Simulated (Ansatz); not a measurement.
```xyz
11

C     0.650    1.664    0.482
Al    0.423   -0.175   -0.083
O     1.807   -1.096   -0.438
C    -1.354   -1.044   -0.260
F    -2.368   -0.134    0.075
H    -0.071    2.323   -0.010
H     0.477    1.762    1.559
H     1.658    2.032    0.273
H     1.804   -2.011   -0.712
H    -1.470   -1.919    0.393
H    -1.556   -1.400   -1.279
```

Charge 0, multiplicity 1.

Problem. List the PBE0/def2-TZVPP orbital energies in eV (Ansatz 0.2.0). (Best estimate.)

Solution. Computed: Occupied: -1527.33, -673.27, -522.14, -279.45, -277.40, -113.24, -73.37, -73.19, -73.14, -32.85, -27.17, -19.05, -18.83, -14.07, -13.41, -13.21, -12.50, -11.03, -10.99, -9.98, -9.64, -9.19, -9.00, -7.55. Lowest empty: -0.19, 0.02, 0.68, 1.74, 2.55, 2.90, 3.14, 3.25.
